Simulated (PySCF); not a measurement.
C₂H₅O₂, SMILES [OH+]=COC, charge +1. Heavy atoms are numbered as in [CH3:1][O:2][CH:3]=[OH+:4]. Hydrogens are named by the atom that carries them.

Geometry optimised at B3LYP-D3(BJ)/def2-SVP. The isomer is the one that the SMILES or the coordinates give; other isomers of the formula were not compared. The values are those of a single conformer.

Method: KT2/pcSseg-1 (PySCF).

GIAO shieldings, no solvent; atoms alike by connectivity are averaged. δ = σ(ref) − σ: ¹³C against TMS (σ = 185.1 ppm); ¹⁷O against H2O (σ = 330.4 ppm); ¹H against TMS (σ = 31.47 ppm), references at their B3LYP-D3(BJ)/def2-TZVP geometries, non-relativistic.

Task: Estimate the chemical shifts. (The exact figures need the calculation; the answer reports its results.)

Result: 
```csv
nucleus,atoms,count,δ (ppm)
¹³C,C3 (CH),1,172.0
¹³C,C1 (CH3),1,65.1
¹⁷O,O2,1,262.2
¹⁷O,O4 (OH),1,233.4
¹H,H on O4,1,9.33
¹H,H on C3,1,8.61
¹H,H on C1,3,5.29
```
